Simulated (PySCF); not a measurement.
**Exercise with solution: chemical shift, span and skew from a shielding tensor**

Mg(OH)(SiH3) (H₄MgOSi), SMILES [Mg]([OH])[SiH3]. Atoms are numbered in the order given.

```xyz
7

Mg     0.0000     0.0000    -0.7379
O      0.0000     0.0000    -2.5039
H      0.0000     0.0000    -3.4517
Si     0.0000     0.0000     1.8006
H      1.1914     0.6879     2.3763
H      0.0000    -1.3757     2.3763
H     -1.1914     0.6879     2.3763
```

Geometry optimised at ωB97X-D3(BJ)/def2-TZVP. The values are those of a single conformer.

GIAO shieldings from HF/pcSseg-2 run with PySCF, non-relativistic, no solvent. The symmetric part of the tensor of Si4 has the principal values 500.1, 528.6, 528.6 ppm. The same nucleus in TMS has σ = 383.2 ppm at this level (PySCF, at its B3LYP-D3(BJ)/def2-TZVP geometry).

**Question.** Work out the isotropic shielding, the ²⁹Si shift against TMS, the span and the skew.

**Answer.** 
σ(iso) = (σ11 + σ22 + σ33)/3 = 519.1 ppm. δ = σ(ref) − σ(iso) = 383.2 − (519.1) = -135.9 ppm.
Span Ω = σ33 − σ11 = 28.5 ppm. Skew κ = 3(σ(iso) − σ22)/Ω = -1.00, an axial tensor. Tumbling in solution averages the tensor to δ; in a static solid the shielding alone would spread this spin-1/2 line over Ω.
